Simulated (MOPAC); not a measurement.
Input for MOPAC: AM1 on C3H6O (SMILES C=COC), a point of a torsion scan.

```
AM1 1SCF PRECISE CHARGE=0 THREADS=1
C3H6O

C      1.79325842 1     0.11027004 1     0.04865298 1
C      0.66468387 1    -0.57897863 1     0.00094468 1
O     -0.54680352 1    -0.15183248 1    -0.44469335 1
C     -0.55365008 1     0.67433555 1    -1.58869128 1
H      1.89547652 1     1.08820602 1    -0.38820878 1
H      2.67829424 1    -0.32524373 1     0.47208363 1
H      0.57131649 1    -1.54866729 1     0.47533420 1
H     -1.57761874 1     0.67249785 1    -1.95906097 1
H      0.11946024 1     0.28477354 1    -2.35749412 1
H     -0.26324758 1     1.70284323 1    -1.34828436 1
```

Program output:

```
*******************************************************************************
 **                                                                           **
 **                              MOPAC v23.2.5                                **
 **                                                                           **
 *******************************************************************************
 ** MOPAC's Digital Object Identifier: https://doi.org/10.5281/zenodo.6511958 **
 **                                                                           **
 ** Please cite the open-source release paper for use of this MOPAC version:  **
 ** J. E. Moussa and J. J. P. Stewart (2026)                                  **
 ** MOPAC: An open-source semiempirical molecular orbital program             **
 ** J. Open Source Softw., 11(119), 8025, https://doi.org/10.21105/joss.08025 **
 *******************************************************************************

                              AM1 CALCULATION RESULTS

 *******************************************************************************
 *  AM1        - The AM1 Hamiltonian to be used
 *
 *
 *
 *                 CHARGE ON SYSTEM = 0
 *
 *
 *
 *  PRECISE    - TIGHTER CRITERIA TO BE USED
 *  1SCF       - DO 1 SCF AND THEN STOP
 *  THREADS=1  - MULTI-THREADING NOT USED
 *  T=         - A TIME OF 172800.0 SECONDS REQUESTED
 *  DUMP=N     - RESTART FILE WRITTEN EVERY 7200.0 SECONDS REQUESTED
 *******************************************************************************
AM1 1SCF PRECISE CHARGE=0 THREADS=1
 C3H6O

   ATOM   CHEMICAL          X               Y               Z
  NUMBER   SYMBOL      (ANGSTROMS)     (ANGSTROMS)     (ANGSTROMS)

     1       C          1.79325842  *   0.11027004  *   0.04865298  *
     2       C          0.66468387  *  -0.57897863  *   0.00094468  *
     3       O         -0.54680352  *  -0.15183248  *  -0.44469335  *
     4       C         -0.55365008  *   0.67433555  *  -1.58869128  *
     5       H          1.89547652  *   1.08820602  *  -0.38820878  *
     6       H          2.67829424  *  -0.32524373  *   0.47208363  *
     7       H          0.57131649  *  -1.54866729  *   0.47533420  *
     8       H         -1.57761874  *   0.67249785  *  -1.95906097  *
     9       H          0.11946024  *   0.28477354  *  -2.35749412  *
    10       H         -0.26324758  *   1.70284323  *  -1.34828436  *



          CARTESIAN COORDINATES

    NO.       ATOM           X           Y           Z

     1         C          1.7933      0.1103      0.0487
     2         C          0.6647     -0.5790      0.0009
     3         O         -0.5468     -0.1518     -0.4447
     4         C         -0.5537      0.6743     -1.5887
     5         H          1.8955      1.0882     -0.3882
     6         H          2.6783     -0.3252      0.4721
     7         H          0.5713     -1.5487      0.4753
     8         H         -1.5776      0.6725     -1.9591
     9         H          0.1195      0.2848     -2.3575
    10         H         -0.2632      1.7028     -1.3483

  H: (AM1): M.J.S. DEWAR ET AL, J. AM. CHEM. SOC. 107 3902-3909 (1985)
  C: (AM1): M.J.S. DEWAR ET AL, J. AM. CHEM. SOC. 107 3902-3909 (1985)
  O: (AM1): M.J.S. DEWAR ET AL, J. AM. CHEM. SOC. 107 3902-3909 (1985)

           Empirical Formula: C3 H6 O  =    10 atoms



      MOLECULAR POINT GROUP   :   C1


      RHF CALCULATION, NO. OF DOUBLY OCCUPIED LEVELS = 12


 -------------------------------------------------------------------------------
 AM1 1SCF PRECISE CHARGE=0 THREADS=1
 C3H6O



     1SCF WAS SPECIFIED, SO BFGS WAS NOT USED
     SCF FIELD WAS ACHIEVED


                              AM1 CALCULATION
                                                       MOPAC v23.2.5 Linux




          FINAL HEAT OF FORMATION =        -23.52768 KCAL/MOL =     -98.43982 KJ/MOL


          COSMO AREA              =        101.99 SQUARE ANGSTROMS
          COSMO VOLUME            =         85.80 CUBIC ANGSTROMS

          IONIZATION POTENTIAL    =          9.684456 EV
          HOMO LUMO ENERGIES (EV) =         -9.684  1.293
          NO. OF FILLED LEVELS    =         12
          MOLECULAR WEIGHT        =         58.0798         POINT GROUP:  C1

          MOLECULAR DIMENSIONS (Angstroms)

            Atom       Atom       Distance
            H     8    H     6     5.00187
            H     7    H    10     3.09098
            H     9    O     3     1.70941


          SCF CALCULATIONS        =          1





   ATOM   CHEMICAL          X               Y               Z
  NUMBER   SYMBOL      (ANGSTROMS)     (ANGSTROMS)     (ANGSTROMS)

     1       C          1.79325842  *   0.11027004  *   0.04865298  *
     2       C          0.66468387  *  -0.57897863  *   0.00094468  *
     3       O         -0.54680352  *  -0.15183248  *  -0.44469335  *
     4       C         -0.55365008  *   0.67433555  *  -1.58869128  *
     5       H          1.89547652  *   1.08820602  *  -0.38820878  *
     6       H          2.67829424  *  -0.32524373  *   0.47208363  *
     7       H          0.57131649  *  -1.54866729  *   0.47533420  *
     8       H         -1.57761874  *   0.67249785  *  -1.95906097  *
     9       H          0.11946024  *   0.28477354  *  -2.35749412  *
    10       H         -0.26324758  *   1.70284323  *  -1.34828436  *

                             CARTESIAN COORDINATES

   1    C        1.793258420     0.110270040     0.048652980
   2    C        0.664683870    -0.578978630     0.000944680
   3    O       -0.546803520    -0.151832480    -0.444693350
   4    C       -0.553650080     0.674335550    -1.588691280
   5    H        1.895476520     1.088206020    -0.388208780
   6    H        2.678294240    -0.325243730     0.472083630
   7    H        0.571316490    -1.548667290     0.475334200
   8    H       -1.577618740     0.672497850    -1.959060970
   9    H        0.119460240     0.284773540    -2.357494120
  10    H       -0.263247580     1.702843230    -1.348284360


           Empirical Formula: C3 H6 O  =    10 atoms



      MOLECULAR POINT GROUP   :   C1


                  EIGENVALUES
 -39.77795 -32.24484 -28.30295 -21.89056 -17.90477 -16.89104 -16.38050 -14.13035
 -13.11397 -12.57881 -11.90213  -9.68446   1.29265   2.83083   4.01883   4.15684
   4.22784   4.55591   4.80647   5.19751   5.46805   6.64661


              NET ATOMIC CHARGES AND DIPOLE CONTRIBUTIONS

  ATOM NO.   TYPE          CHARGE      No. of ELECS.   s-Pop       p-Pop
    1          C          -0.313092        4.3131     1.23654     3.07656
    2          C          -0.012388        4.0124     1.22714     2.78524
    3          O          -0.221384        6.2214     1.86170     4.35969
    4          C          -0.067377        4.0674     1.22680     2.84057
    5          H           0.117228        0.8828     0.88277
    6          H           0.125655        0.8743     0.87434
    7          H           0.144966        0.8550     0.85503
    8          H           0.097582        0.9024     0.90242
    9          H           0.065869        0.9341     0.93413
   10          H           0.062942        0.9371     0.93706
 DIPOLE           X         Y         Z       TOTAL
 POINT-CHG.     0.325     0.070    -0.761     0.830
 HYBRID         0.294     0.159    -0.199     0.390
 SUM            0.619     0.229    -0.960     1.165


          ATOMIC ORBITAL ELECTRON POPULATIONS

     Atom    s        px        py        pz
    1  C   1.23654   0.98508   1.00662   1.08486
    2  C   1.22714   0.85562   0.96454   0.96508
    3  O   1.86170   1.26766   1.65337   1.43866
    4  C   1.22680   1.02551   0.94290   0.87217
    5  H   0.88277
    6  H   0.87434
    7  H   0.85503
    8  H   0.90242
    9  H   0.93413
   10  H   0.93706

 **********************
 *                    *
 * JOB ENDED NORMALLY *
 *                    *
 **********************




 == MOPAC DONE ==
```

The run finished.

Cost: roughly 0.020 core-seconds.
